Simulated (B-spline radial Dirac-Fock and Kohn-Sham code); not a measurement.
# Te: non-radiative channels of the M5 vacancy

System: the free tellurium atom, configuration [Kr] 4d10 5s2 5p4.

The run's input, task.json:

```json
{"items": [{
  "Z": 52,
  "q": 0,
  "cfg": [[1, 0, 2], [2, 0, 2], [2, 1, 6], [3, 0, 2], [3, 1, 6], [3, 2, 10], [4, 0, 2], [4, 1, 6], [4, 2, 10], [5, 0, 2], [5, 1, 4]],
  "A": 130,
  "rrms": 4.7423,
  "do": ["binding", "quiet", "decay"],
  "holes": ["K", "L1", "L2", "L3", "M1", "M2", "M3", "M4", "M5", "N1", "N2", "N3", "N4", "N5"]
}]}
```

Launch: `python xray_run.py task.json out`

The computed values come from an atomic code on a B-spline grid: independent-particle rates on relativistic LDA orbitals of the hole state (multipoles up to L = 3, Coulomb Auger matrix elements, transition energies from Dirac-Fock). Kinetic energies are configuration averages from the vacuum level; the two-hole energies are estimated from single-hole states.

| transition | kinetic energy (eV) | width (meV) | share (%) |
| --- | --- | --- | --- |
| M5-N1N2 | 239.4 | 2.05 | 0.4 |
| M5-N1N3 | – | 6.24 | 1.1 |
| M5-N2N3 | – | 9.93 | 1.7 |
| M5-N3N3 | – | 7.20 | 1.2 |
| M5-N1N4 | 328.0 | 7.45 | 1.3 |
| M5-N1N5 | 329.6 | 71.3 | 12.4 |
| M5-N2N5 | 378.0 | 64.7 | 11.2 |
| M5-N3N4 | – | 5.78 | 1.0 |
| M5-N3N5 | – | 107 | 18.6 |
| M5-N4N5 | 468.1 | 124 | 21.6 |
| M5-N5N5 | 469.8 | 144 | 24.9 |
| M5-N5O1 | 503.2 | 8.56 | 1.5 |
| M5-N5O2 | 514.6 | 4.43 | 0.8 |
| M5-N5O3 | 515.6 | 7.34 | 1.3 |

A dash stands for an energy that rests on an unreliable hole state.

The listed channels hold 99 % of the non-radiative rate. Summed by principal shells, of 0.576 eV in all: MNN 95.8 %, MNO 4.2 %.
